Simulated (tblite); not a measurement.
A tight-binding relaxation on `[H]/N=C(\C=C)C[SiH2]CC#N`.

Computed with GFN2-xTB geometry optimisation, gas phase (tblite 0.8.0). Start geometry: from a force field or distance geometry. A driver script takes a list of jobs; this job's settings line and coordinates (Å) are shown.

Command:
```bash
OMP_NUM_THREADS=1 python probes_run.py task.json out
```

Input:
```
{"job": {"kind": "relax", "xc": "GFN2-xTB", "basis": "xTB"}, "charge": 0, "multiplicity": 1}
C     -3.107300     0.207100    -1.174900
C     -2.643300     0.710100    -0.052600
C     -1.234900     0.571800     0.368800
N     -0.863900     1.095500     1.474500
C     -0.279100    -0.149200    -0.505000
Si     1.372800    -0.100100     0.343700
C      2.550200    -1.201100    -0.577100
C      3.857100    -0.542900    -0.711600
N      4.881300    -0.021300    -0.814900
H     -2.526200    -0.333000    -1.888100
H     -4.182100     0.372100    -1.368900
H     -3.324100     1.231900     0.613700
H     -1.574200     1.586100     2.076900
H     -0.604900    -1.170000    -0.781200
H     -0.202700     0.514400    -1.427100
H      1.901400     1.279600     0.275100
H      1.217500    -0.489000     1.766300
H      2.643300    -2.166000    -0.025500
H      2.109200    -1.386800    -1.553900
```

Output:
```
step      E/eV     max force
  0    -691.18188    2.404
  1    -691.40269    2.013
  2    -691.40647    4.318
  3    -691.51525    0.864
  4    -691.55056    0.789
  5    -691.58302    0.610
  6    -691.59978    0.265
  7    -691.60584    0.212
  8    -691.61614    0.223
  9    -691.62009    0.202
... (144 lines left out)
154    -691.70435    0.012
155    -691.70439    0.014
156    -691.70443    0.016
157    -691.70447    0.014
158    -691.70451    0.016
159    -691.70454    0.016
160    -691.70457    0.020
161    -691.70459    0.017
162    -691.70460    0.012
163    -691.70461    0.006
```

«max force» is the largest atomic force in eV/Å.

**Question.** From which step on does the largest force stay under 0.1 eV/Å, and how much energy is left to gain from there?

**Answer.** From step 117 (0.062 eV/Å), 2.9 meV above the end.

In short: energy lowered by 12.1 kcal/mol over 163 steps; largest atomic force 0.006 eV/Å at the end.

The run took 2.3 s on an Arm Neoverse N1 with one thread, no GPU, shared host with 64 logical CPUs at a one-minute load of 54.
Labels such as C1 count atoms from 1, the log's own numbers from 0.
